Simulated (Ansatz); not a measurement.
Ideal-gas functions of H$_{4}$MoN$_{2}$O$_{2}$, SMILES `[NH]=[Mo](=[NH])([OH])[OH]` at 298.15 K and 1 bar, from an Ansatz frequency run at PBE0-D4/def2-TZVP.

Molar mass 159.98 g/mol, point group C2 (symmetry number 2), electronic degeneracy 1, moments of inertia 137.05, 153.211, 159.271 u Å². Harmonic wavenumbers (cm⁻¹, unscaled): 204, 240, 243, 258, 277, 292, 336, 388, 543, 585, 679, 688, 702, 744, 762, 1007, 1037, 3623, 3627, 3894, 3896.

Use S(trans) = R[1.5 ln M + 2.5 ln T − 1.1517]; rotational temperatures θ = 24.2544 K / I; S(rot) = R[ln(√π/σ · √(T³/θAθBθC)) + 1.5]; for each mode x = 1.438777 ν̃/T, S = R[x/(eˣ − 1) − ln(1 − e⁻ˣ)] and H = RT x/(eˣ − 1); 1 cm⁻¹ = 0.0119627 kJ/mol; R = 8.31446 J/(mol·K).

Task: By hand: the entropy, in J/(mol·K).

Result: Translation 172.1. Rotation: θ = 0.177, 0.1583, 0.1523 K, giving 105.2. Vibration, mode by mode: 8.77, 7.54, 7.45, 7.01, 6.49, 6.12, 5.15, 4.22, 2.34, 1.99, 1.39, 1.34, 1.27, 1.08, 1.01, 0.38, 0.34, 0.00, 0.00, 0.00, 0.00, in all 63.9. Electronic 0.0. Sum 341.2 J/(mol·K).

Task: By hand: H − E and G − E in kJ/mol, counted from the electronic energy.

Result: Zero-point energy ½ × 24025 × 0.0119627 = 143.7; thermal vibration 12.0; translation, rotation and pV give 4 RT = 9.9. H − E = 165.6 kJ/mol, and G − E = 165.6 − 298.15 × 341.2/1000 = 63.9 kJ/mol.

Vibration gives 19 % of the entropy. The sum counts one conformer and one mirror image; others add a mixing term.
